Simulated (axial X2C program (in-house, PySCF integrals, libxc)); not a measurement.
## A run on SWS²⁺ without results

A two-component calculation with an in-house all-electron X2C program for linear molecules (integrals from PySCF).

Input and command:
```json
{"zs": [16, 74, 16], "q": 2, "bas": ["dyall-av3z", "dyall-v3z", "dyall-av3z"], "r0": [2.14, 2.14], "symm": 1, "scan": ["PBE0", "HF", "PBE"], "levels": ["PBE0", "HF", "r2SCAN"], "nst": 2}
```
```bash
python solin.py task.json out
```

Keys: zs atomic numbers; q charge; bas basis sets; r0 starting distance in Å; symm equal bonds; scan levels of the two-bond scan; levels methods; nst determinants followed.

Outcome:

The PBE0 geometry search stopped without converging.
